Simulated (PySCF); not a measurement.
Ionisation energy of Te⁺ by level of theory

Te⁺ [Kr] 4d10 5s2 5p3 (4S) → Te²⁺ [Kr] 4d10 5s2 5p2 (3P), as a difference of total energies. Computed with PySCF 2.14 in x2c-QZVPPall (13s9p7d4f1g, 112 functions), with scalar relativity by spin-free X2C-1e. Correlated levels: valence: [Kr] 4d10 frozen; valence and next inner shell: [Ar] 3d10 frozen. The calculations carry no spin-orbit coupling.

```csv
method,ionisation energy (eV)
UHF,18.344
LDA,18.942
PBE,18.752
PBE0,18.854
r2SCAN,18.993
B2PLYP,18.704
TPSSh,18.814
r2SCANh,19.009
ROHF,18.407
MP2 (valence),18.806
SCS-MP2 (valence),18.678
MP2 (valence and next inner shell),19.016
SCS-MP2 (valence and next inner shell),18.827
```

How much does correlation contribute at MP2 (valence and next inner shell)?

19.016 − (18.344) = 0.672 eV, measured against UHF.

A first-order spin-orbit estimate (lowest level to lowest level, LS coupling) adds -0.607 eV.

Errors of the correlated levels include the incompleteness of this basis and the frozen core.

For comparison: 18.6 ± 0.4 eV (measured; NIST Atomic Spectra Database, ionization energies).
